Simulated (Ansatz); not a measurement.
Steps of a relaxation of CH7ClSi2 (`[SiH3]C[SiH2]Cl`) with RKS PBE0-D4/def2-TZVP.

```sh
$ ansatz run in.yaml --threads 4 --pin off --events-out ev --progress --plain --max-ram 10444MiB
```

```yaml
crystal:
  periodic: [false, false, false]
  atoms:
    - {symbol: Si, position_ang: [-0.635780, 1.471034, 0.231501]}
    - {symbol: C, position_ang: [0.343937, -0.082304, 0.719371]}
    - {symbol: Si, position_ang: [0.347681, -1.464282, -0.553812]}
    - {symbol: Cl, position_ang: [0.874933, -0.685989, -2.421604]}
    - {symbol: H, position_ang: [0.080810, 2.233128, -0.846464]}
    - {symbol: H, position_ang: [-0.802571, 2.367333, 1.430718]}
    - {symbol: H, position_ang: [-2.002190, 1.079015, -0.266371]}
    - {symbol: H, position_ang: [1.391031, 0.210289, 0.947924]}
    - {symbol: H, position_ang: [-0.089587, -0.498636, 1.655909]}
    - {symbol: H, position_ang: [1.340419, -2.538103, -0.209496]}
    - {symbol: H, position_ang: [-1.023384, -2.064586, -0.679475]}
basis:
  gaussian: {orbitals: def2-TZVP}
hamiltonian: {xc: pbe0, dispersion: d4}
relax: {f_tol: 0.005, max_steps: 150}
```

Positions (Å) and forces (eV/Å) along the path, 12 of 13 steps:

```xyz
11
step=1 energy=-29419.8963 eV
Si   -0.636    1.471    0.232    0.004   -0.051    0.017
C     0.344   -0.082    0.719    0.118   -0.025    0.145
Si    0.348   -1.464   -0.554    0.000    0.147   -0.035
Cl    0.875   -0.686   -2.422   -0.125   -0.226    0.465
H     0.081    2.233   -0.846   -0.153   -0.174    0.241
H    -0.803    2.367    1.431    0.039   -0.202   -0.262
H    -2.002    1.079   -0.266    0.304    0.084    0.108
H     1.391    0.210    0.948   -0.484   -0.135   -0.115
H    -0.090   -0.499    1.656    0.189    0.186   -0.431
H     1.340   -2.538   -0.209   -0.210    0.253   -0.122
H    -1.023   -2.065   -0.679    0.318    0.145   -0.010
11
step=3 energy=-29419.9391 eV
Si   -0.631    1.453    0.232    0.016   -0.018    0.017
C     0.343   -0.080    0.714   -0.005    0.021   -0.038
Si    0.343   -1.442   -0.548   -0.013    0.001    0.040
Cl    0.871   -0.692   -2.393    0.004   -0.010    0.005
H     0.078    2.205   -0.831    0.004    0.011   -0.010
H    -0.799    2.338    1.414   -0.006    0.010    0.011
H    -1.978    1.064   -0.263   -0.016   -0.005   -0.006
H     1.375    0.209    0.933    0.020    0.012    0.008
H    -0.082   -0.489    1.638   -0.003   -0.014    0.004
H     1.318   -2.507   -0.211    0.016   -0.008   -0.011
H    -1.011   -2.031   -0.675   -0.017    0.000   -0.019
11
step=4 energy=-29419.9394 eV
Si   -0.632    1.454    0.233    0.002   -0.005    0.000
C     0.344   -0.079    0.713    0.001    0.006   -0.011
Si    0.342   -1.444   -0.546   -0.001    0.003    0.006
Cl    0.873   -0.697   -2.391    0.004   -0.002   -0.007
H     0.077    2.208   -0.830   -0.001    0.005   -0.001
H    -0.801    2.339    1.416   -0.001   -0.001    0.004
H    -1.978    1.064   -0.263   -0.003   -0.002   -0.001
H     1.376    0.212    0.931    0.004    0.002    0.001
H    -0.080   -0.489    1.637    0.000   -0.005    0.006
H     1.318   -2.510   -0.213   -0.002   -0.003    0.003
H    -1.014   -2.030   -0.679   -0.003    0.003   -0.001
11
step=5 energy=-29419.9395 eV
Si   -0.633    1.454    0.234   -0.001   -0.004    0.007
C     0.346   -0.076    0.710    0.004    0.008   -0.017
Si    0.341   -1.444   -0.546   -0.008   -0.009    0.016
Cl    0.880   -0.710   -2.394    0.009    0.016   -0.015
H     0.074    2.216   -0.824    0.002    0.003   -0.007
H    -0.807    2.334    1.421   -0.002    0.000    0.005
H    -1.978    1.063   -0.265   -0.002   -0.003   -0.002
H     1.379    0.216    0.925    0.003    0.001    0.000
H    -0.073   -0.487    1.637   -0.002   -0.004    0.003
H     1.312   -2.513   -0.208    0.005   -0.009    0.007
H    -1.016   -2.024   -0.682   -0.009    0.002    0.004
11
step=6 energy=-29419.9397 eV
Si   -0.635    1.454    0.235   -0.003   -0.001    0.003
C     0.350   -0.074    0.707    0.006    0.000    0.000
Si    0.340   -1.445   -0.546   -0.004    0.001    0.008
Cl    0.890   -0.715   -2.393    0.006    0.008   -0.010
H     0.070    2.222   -0.820   -0.001    0.000   -0.003
H    -0.813    2.329    1.425   -0.001   -0.001   -0.001
H    -1.978    1.059   -0.266    0.002   -0.001    0.000
H     1.384    0.219    0.917   -0.003   -0.003   -0.003
H    -0.064   -0.486    1.635    0.000    0.002    0.000
H     1.303   -2.518   -0.201    0.000   -0.006    0.003
H    -1.021   -2.017   -0.684   -0.002    0.001    0.002
11
step=7 energy=-29419.9398 eV
Si   -0.637    1.452    0.237   -0.003    0.002   -0.003
C     0.355   -0.072    0.704    0.005   -0.004    0.010
Si    0.339   -1.444   -0.546   -0.001    0.002   -0.003
Cl    0.902   -0.719   -2.391    0.001   -0.001    0.002
H     0.064    2.225   -0.819   -0.001   -0.001    0.001
H    -0.819    2.324    1.428    0.001    0.000   -0.002
H    -1.978    1.052   -0.266    0.001   -0.001    0.002
H     1.389    0.223    0.909   -0.002   -0.002   -0.002
H    -0.054   -0.484    1.636    0.000    0.004   -0.001
H     1.291   -2.526   -0.195   -0.002    0.000   -0.002
H    -1.026   -2.005   -0.688    0.002    0.001   -0.001
11
step=8 energy=-29419.9377 eV rejected
Si   -0.643    1.451    0.233    0.142   -0.115    0.082
C     0.355   -0.076    0.715   -0.084    0.085   -0.132
Si    0.339   -1.440   -0.548   -0.024   -0.013    0.088
Cl    0.917   -0.703   -2.382    0.003    0.009   -0.002
H     0.057    2.211   -0.829   -0.005    0.015   -0.030
H    -0.814    2.331    1.418   -0.017    0.020    0.016
H    -1.985    1.042   -0.254   -0.026   -0.005   -0.017
H     1.394    0.211    0.901    0.009    0.053    0.038
H    -0.050   -0.471    1.654    0.014   -0.044   -0.023
H     1.280   -2.531   -0.201    0.020   -0.003   -0.003
H    -1.025   -1.997   -0.701   -0.033   -0.002   -0.017
11
step=9 energy=-29419.9399 eV
Si   -0.638    1.451    0.237    0.000    0.002    0.001
C     0.355   -0.073    0.705    0.000    0.001    0.001
Si    0.340   -1.443   -0.547    0.001   -0.001   -0.003
Cl    0.914   -0.717   -2.389    0.001   -0.001    0.002
H     0.056    2.220   -0.825    0.000   -0.001   -0.001
H    -0.813    2.328    1.426    0.000    0.001    0.000
H    -1.983    1.049   -0.255   -0.001   -0.002    0.000
H     1.389    0.223    0.908    0.000   -0.001    0.000
H    -0.053   -0.484    1.637    0.000    0.001    0.000
H     1.286   -2.529   -0.194   -0.001    0.001   -0.001
H    -1.027   -1.999   -0.696    0.000    0.001    0.000
11
step=10 energy=-29419.9399 eV
Si   -0.642    1.450    0.239    0.003   -0.003    0.000
C     0.356   -0.072    0.705   -0.004    0.006   -0.004
Si    0.340   -1.441   -0.549    0.002   -0.002    0.001
Cl    0.938   -0.718   -2.384   -0.002   -0.001    0.003
H     0.041    2.211   -0.836   -0.002    0.001    0.001
H    -0.804    2.334    1.425    0.000   -0.001   -0.001
H    -1.991    1.043   -0.235    0.000    0.002    0.001
H     1.391    0.225    0.905    0.002    0.000    0.001
H    -0.049   -0.483    1.638    0.000   -0.004    0.001
H     1.274   -2.536   -0.189   -0.001    0.001    0.000
H    -1.030   -1.985   -0.711    0.001    0.001   -0.002
11
step=11 energy=-29419.9399 eV rejected
Si   -0.643    1.449    0.240    0.000    0.002    0.002
C     0.357   -0.072    0.705   -0.003    0.002   -0.005
Si    0.342   -1.441   -0.549   -0.008    0.000   -0.004
Cl    0.946   -0.718   -2.382    0.004   -0.001    0.002
H     0.034    2.209   -0.840    0.001   -0.002    0.001
H    -0.799    2.336    1.424    0.001    0.000    0.001
H    -1.996    1.043   -0.227    0.002   -0.002    0.000
H     1.391    0.225    0.905    0.001    0.001    0.001
H    -0.048   -0.484    1.637    0.000   -0.001    0.000
H     1.271   -2.539   -0.185    0.001    0.002   -0.002
H    -1.029   -1.981   -0.718    0.001   -0.002    0.003
11
step=12 energy=-29419.9399 eV
Si   -0.642    1.450    0.240    0.000    0.001    0.002
C     0.356   -0.072    0.704   -0.002    0.001   -0.002
Si    0.341   -1.442   -0.549    0.003   -0.001    0.000
Cl    0.942   -0.719   -2.383   -0.001    0.000    0.000
H     0.037    2.211   -0.838    0.000   -0.001    0.000
H    -0.801    2.335    1.424    0.000    0.000    0.000
H    -1.993    1.044   -0.231    0.000   -0.001    0.000
H     1.390    0.225    0.905    0.000    0.000    0.000
H    -0.049   -0.484    1.637    0.000    0.000    0.000
H     1.274   -2.536   -0.187   -0.001    0.000    0.001
H    -1.029   -1.985   -0.714    0.000    0.000    0.000
11
step=13 energy=-29419.9399 eV
Si   -0.643    1.450    0.240   -0.001    0.001    0.000
C     0.355   -0.072    0.704    0.001   -0.002    0.000
Si    0.342   -1.441   -0.550   -0.003    0.000   -0.001
Cl    0.947   -0.719   -2.383    0.002    0.000    0.001
H     0.033    2.208   -0.841    0.000    0.000    0.000
H    -0.797    2.337    1.424    0.000    0.000    0.000
H    -1.996    1.044   -0.226    0.000    0.000    0.000
H     1.390    0.225    0.905    0.000    0.000    0.000
H    -0.049   -0.485    1.636    0.000    0.001    0.000
H     1.272   -2.538   -0.185    0.001    0.001   -0.001
H    -1.029   -1.982   -0.718    0.000   -0.001    0.001
```

Hardware: 4 threads of an Arm Neoverse V1 on a shared host. Wall time 42 s, peak host memory 0.48 GiB.
